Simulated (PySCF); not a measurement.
Working out the excitation energy of Te

Te [Kr] 4d10 5s2 5p4 (3P) → Te [Kr] 4d10 5s1 5p4 5d1 (high-spin determinant). Computed with PySCF 2.14 in aug-cc-pwCVDZ-PP with ECP28MDF (6s5p4d1f, 48 functions), with scalar relativity through the core potential. Frozen: nothing. Energies in hartree (1 hartree = 27.21139 eV):

```json
{"part": "UHF", "Te (lower)": "-266.998935", "Te (upper)": "-266.419768"}
{"part": "MP2 opposite-spin", "Te (lower)": "-0.310939", "Te (upper)": "-0.286776"}
{"part": "MP2 same-spin", "Te (lower)": "-0.175929", "Te (upper)": "-0.161397"}
```

What does Hartree-Fock give?

(-266.419768) − (-266.998935) = 0.579167 hartree = 15.760 eV.

What do MP2 and SCS-MP2 (6/5 opposite-spin, 1/3 same-spin) give?

The opposite-spin parts differ by 0.658 eV and the same-spin parts by 0.395 eV. MP2: 15.760 + (0.658) + (0.395) = 16.813 eV. SCS-MP2: 15.760 + 1.2 × (0.658) + (0.395)/3 = 16.681 eV.

One determinant mixes LS terms, so it does not stand for a single term.

The upper state lies above the first ionisation limit, where it may autoionise and the basis confines it.

A double-zeta basis recovers only part of the correlation energy.
